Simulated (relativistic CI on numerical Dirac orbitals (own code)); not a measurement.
# Hyperfine structure of Bi⁷²⁺, mass number 209

Method of calculation: Dirac-Coulomb-Breit CI, orbitals from a KLI potential per configuration, model QED, unscaled Slater integrals (own radial code, finite nucleus).

Configuration list (outside the closed core [Ne]): 3s, 3p, 3d, 4s, 4p, 4d, 4f, 5s, 5p, 5d, 5f, 5g, 6s, 6p, 6d. Levels of other configurations are missing.

Nuclear spin I = 9/2, μ = 4.092 μN, Q = -0.516 b (tables of Stone and Pyykkö). The electronic factors are computed for point nuclear moments, without core polarisation or the Bohr-Weisskopf and QED corrections.

```
     Level   E (eV)  A (GHz)  B (GHz)
 3s 2S_1/2     0.00     9983         
3p 2P°_1/2   192.41     3341         
3p 2P°_3/2   840.46    305.7     -361
 3d 2D_3/2  1055.65    166.3    -66.5
 3d 2D_5/2  1199.52    64.68    -77.3
 4s 2S_1/2  4312.59     4086         
4p 2P°_1/2  4391.74     1390         
4p 2P°_3/2  4657.24    129.4     -154
```

Levels with J = 0, under 50 % of one LS term, or S terms without an open s electron are left out. Small factors come from cancelling terms and can be off by tens of per cent or more.

At this charge energies of transitions that change n are usually good to better than 1 %, and those within a shell (Δn = 0) to a few per cent.

(1) Give the hyperfine levels of 3s 2S_1/2 relative to its centre of gravity.

## Answers

(1) With K = F(F + 1) − I(I + 1) − J(J + 1), E = AK/2: F = 4: -27450, F = 5: 22460 GHz.
